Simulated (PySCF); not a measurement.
# What a mistake does to a calculation on B2CGeH7 cation

These are calculations, not measurements. The program is PySCF 2.14.0, an open-source quantum chemistry code, run on an isolated molecule that a program drew, which may never have been made. The molecule is B2CGeH7 cation (charge +1, singlet), drawn as the SMILES string `[BH+][CH](B)[GeH3]`.

Each row is a Hartree-Fock (HF) and frozen-core CCSD(T) single point in the cc-pVDZ basis, meant for a local HF minimum. Run 1 is clean. Each other run has one planted mistake out of seven kinds, and not every kind appears here: one electron removed, one electron added, multiplicity raised by two, geometry at a saddle point, minimal basis STO-3G, one bond length entered in bohr, all coordinates scaled. The reference is restricted for singlets and unrestricted otherwise, and also for a bond in bohr. Adding or removing an electron swaps singlet and doublet. Electrons count all cores. HOMO and LUMO are orbital energies over both spins, the gradient is its largest component, and the lowest frequency (negative if imaginary) is given only where the gradient is small. Bond lengths are over the 10 bonds as drawn. T1 is the CCSD diagnostic: over 0.02 (restricted) or 0.045 (unrestricted) a single reference is doubtful. Germanium has the cc-pVDZ-PP basis, with a core potential (ECP10MDF) in place of its 10 inner electrons, and its 3s, 3p and 3d shells are frozen in CCSD(T).

Geometry of the clean run:
```xyz
11
B2CGeH7 cation, angstrom
B    -0.1103   -0.3060   -1.1835
C    -1.3079   -0.6593   -0.4828
B    -0.9875   -1.6179    0.7568
Ge   -1.9108    1.1214    0.5490
H     0.9011   -0.0074   -1.6996
H    -2.1618   -0.9345   -1.1044
H    -1.8114   -2.4127    1.0755
H     0.0408   -1.4901    1.3512
H    -2.3082    0.5866    1.9110
H    -3.0464    1.6096   -0.3220
H    -0.6986    2.0343    0.5927
```

```
run  electrons  basis functions  <S^2>  HOMO (eV)  LUMO (eV)  gradient (hartree/bohr)  lowest frequency (cm^-1)  mean bond (Å)  longest bond (Å)      T1  HF (hartree)  CCSD(T) (hartree)                 mistake
  1         54              100  0.000     -17.16      -3.83                  2.0e-05                        84         1.4371             2.145  0.0135    -384.38426         -384.83468                no fault
  2         55              100  0.765      -6.20       2.07                  5.0e-02                         -         1.4371             2.145  0.0191    -384.56716         -385.03406      one electron added
  3         54              100  0.000     -17.67      -3.78                  2.7e-02                         -         1.3825             2.063  0.0128    -384.37003         -384.81579  all coordinates scaled
  4         54              100  2.022     -12.14      -8.32                  8.8e-02                         -         1.4371             2.145  0.0391    -384.20812         -384.63394                       ?
```

**Which mistake was planted in run 4, and what did it cost?**

Electrons, basis and geometry are unchanged, and <S^2> is 2.022, beside S(S+1) = 2.00 for a multiplicity of 3. So the mistake is: multiplicity raised by two. Subtracting run 1 and multiplying by 627.51 kcal/mol a hartree, the energy moved by 110.5 kcal/mol in HF and 126.0 kcal/mol in CCSD(T).

